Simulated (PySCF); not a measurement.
A calculated (UHF, PySCF 2.14, def2-TZVP, no relativity, point nucleus) atom or ion has these occupied shells.

| shell | electrons | orbital energy (eV) | rms radius, mean of both spins (bohr) |
| --- | --- | --- | --- |
| 1s α | 1 | -766.46 | 0.204 |
| 1s β | 1 | -761.49 | 0.204 |
| 2s α | 1 | -88.067 | 1.01 |
| 2s β | 1 | -70.763 | 1.01 |
| 2p α | 3 | -63.887 | 0.979 |

(1) Name the element and its charge.

Answers

(1) F²⁺ (fluorine, charge +2), in [He] 2s2 2p3, high-spin 4S determinant.
